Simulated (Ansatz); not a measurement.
CH₆O₂Si₂ (`O[SiH]1OC[SiH2]1`), one more setting.

```yaml
crystal:
  periodic: [false, false, false]
  atoms:
    - {symbol: O, position_ang: [-2.122690, 0.583827, 0.519380]}
    - {symbol: Si, position_ang: [-0.563738, 0.947348, 0.359306]}
    - {symbol: O, position_ang: [0.180909, 0.754686, -1.087537]}
    - {symbol: C, position_ang: [0.658452, -0.444197, -1.057369]}
    - {symbol: Si, position_ang: [0.731746, -1.038800, 0.652858]}
    - {symbol: H, position_ang: [-2.818113, 1.495683, 0.526056]}
    - {symbol: H, position_ang: [-0.082779, 2.232594, 1.102004]}
    - {symbol: H, position_ang: [0.286815, -1.138838, -1.681266]}
    - {symbol: H, position_ang: [1.871266, -0.290747, -1.535670]}
    - {symbol: H, position_ang: [2.094411, -1.031839, 1.345546]}
    - {symbol: H, position_ang: [-0.057503, -2.351418, 0.933646]}
basis:
  gaussian: {orbitals: def2-mTZVP}
hamiltonian: {xc: {name: wB97M-V}}
```

```sh
$ ansatz run in.yaml --threads 4 --pin off --events-out ev --progress --plain --max-ram 10444MiB
```

Output, abridged:

```
Functional definition: wB97M-V
1198 factors; their error is unknown
399 factors; integrals over basis functions are off by at most 1.1e-5 eV
mean field evaluation 1: about -20974.5216 eV, gradient 6.4e1 eV
mean field evaluation 2: about -20972.1488 eV, gradient 7.6e1 eV
mean field evaluation 4: about -20981.8536 eV, gradient 2.5e0 eV
mean field evaluation 8: about -20981.8771 eV, gradient 6.8e-2 eV
mean field evaluation 16: about -20981.9422 eV, gradient 4.5e-5 eV
mean field -20981.94218092 eV, -771.0721530776 hartree, gradient 4.5e-5 eV, S^2 0.000000; 0 other end points of the search recorded, 0 dependent functions left out
reference -20981.94223684 eV, -771.0721551327 hartree; 28, 28 occupied and 101, 101 virtual orbitals, 1198 factors
Total energy: -20981.94223684 eV, -771.0721551327 hartree
```

It took 2.4 s on 4 threads of an Intel Xeon 6975P-C on a shared host, with 0.38 GiB of host memory at the peak.
